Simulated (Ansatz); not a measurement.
`OB(S)[SiH2][SiH3]` + HI → `[SiH3][SiH2]I` + `OBS`  (cleavage of the Si–B bond)

Computed with Ansatz on PBE0-D4/def2-TZVP structures; ΔE is electronic, products minus reactants. CBS: MP2 limit from def2 TZ/QZ plus the TZ coupled-cluster correction, frozen cores. DFT in def2-TZVPP. def2 core potentials past Kr. For I outer-core shells are correlated without core-valence functions, which leaves a few kJ/mol of doubt a bond. One conformer a species, not always the lowest.

CCSD(T)/CBS gives -102.1 kJ/mol.

Question: Another level gave -97.0 kJ/mol. Which?
A. HF/def2-TZVPP
B. B2PLYP/def2-TZVPP
C. ωB97X-V/def2-TZVPP
D. MP2/def2-TZVPP

Answer: C. ωB97X-V -97.0, MP2/def2-TZVPP -105.1, HF/def2-TZVPP -117.3, B2PLYP -101.1 kJ/mol.

Largest T1 diagnostic among the species: 0.014.

In def2-TZVPP, CCSD(T) changes the Hartree–Fock value by +24.4 kJ/mol (the triples alone add +2.7 kJ/mol) and MP2 by +12.2 kJ/mol. From PBE to PBE0 (25 % exact exchange), in def2-TZVPP and without D4, ΔE moves by −6.4 kJ/mol.
